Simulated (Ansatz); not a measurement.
CH6GeZn, SMILES [CH3][Zn][GeH3]. Atoms are numbered in the order given.

```xyz
9

Zn    -0.1030     0.7188    -0.5327
C     -0.3752     2.2971    -1.6701
H     -1.2127     2.9118    -1.3006
H     -0.6040     2.0023    -2.7077
H      0.5268     2.9310    -1.6896
Ge     0.2332    -1.2232     0.8661
H      1.1049    -2.3122     0.1891
H      0.9407    -0.8894     2.2048
H     -1.0930    -1.9264     1.2544
```

The structure is a stationary point at B3LYP-D3(BJ)/def2-SVP. The structure was generated by enumeration; whether it is a known compound was not checked.

Two levels are set side by side: PBE-D3(BJ)/def2-SVP (Ansatz, a program for electronic structure) and B3LYP-D3(BJ)/def2-SVP (Ansatz). Each level has its own optimised geometry; the coordinates shown are those of the second. Differences are taken from unrounded values.

```tsv
quantity	B3LYP-D3(BJ)
mean bond length (Å)	1.543
bond Zn1–C2 (Å)	1.964
bond Zn1–Ge6 (Å)	2.417
bond C2–H3 (Å)	1.103
bond C2–H4 (Å)	1.103
bond C2–H5 (Å)	1.103
bond Ge6–H7 (Å)	1.551
bond Ge6–H8 (Å)	1.551
bond Ge6–H9 (Å)	1.551
```

What does PBE-D3(BJ) give, and how far is it from B3LYP-D3(BJ)? (Estimate from the structure and the level; the computed values follow.)


```tsv
quantity	PBE-D3(BJ)	PBE-D3(BJ) minus B3LYP-D3(BJ)
mean bond length (Å)	1.545	0.003
bond Zn1–C2 (Å)	1.954	-0.010
bond Zn1–Ge6 (Å)	2.404	-0.013
bond C2–H3 (Å)	1.110	0.007
bond C2–H4 (Å)	1.110	0.007
bond C2–H5 (Å)	1.110	0.007
bond Ge6–H7 (Å)	1.559	0.008
bond Ge6–H8 (Å)	1.559	0.008
bond Ge6–H9 (Å)	1.559	0.008
```

On these quantities the two levels nearly agree.
